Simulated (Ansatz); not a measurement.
Consider the formal exchange of groups at a C–C bond: `COCCN` + `[AlH3]` → `CO[CH2][AlH2]` + CH₃NH₂.

Computed with Ansatz on PBE0-D4/def2-TZVP structures; ΔE is electronic, products minus reactants. CCSD(T)/CBS adds triple-zeta CCSD(T) − MP2 to the extrapolated MP2 energy (def2 sets, frozen cores). This one scheme is used for every species. DFT in def2-TZVPP. B3LYP here is the variant with VWN-RPA as its local correlation; programs differ in this. Each species was taken in one conformer, which may not be the lowest.

```csv
level,ΔE (kJ/mol),difference from CCSD(T)/CBS
revPBE-D4,-6.5,-0.9
B3LYP-D4,-8.9,-3.3
BHLYP-D4,-5.5,0.1
PBE-QIDH,-4.8,0.8
r2SCAN,-9.1,-3.5
PBE0,-9.8,-4.2
LC-ωPBE,-8.2,-2.6
MP2/def2-TZVPP,-4.0,1.6
SCS-MP2/def2-QZVPP,-5.6,0.0
MP2/CBS(def2),-7.1,-1.5
CCSD(T)/CBS,-5.6,0
```

Largest T1 diagnostic among the species: 0.010.

From PBE to PBE0 (25 % exact exchange), in def2-TZVPP and without D4, ΔE moves by +3.7 kJ/mol. The D4 term adds +5.2 kJ/mol with B3LYP and +3.0 kJ/mol with PBE0; it sums over pairs of atoms, weighted by their polarisabilities, and B3LYP, whose exchange is more repulsive, gets the larger term.

CCSD(T)/CBS has its own doubt, a few kJ/mol and more with outer-core shells, so smaller differences from it don't rank the levels.
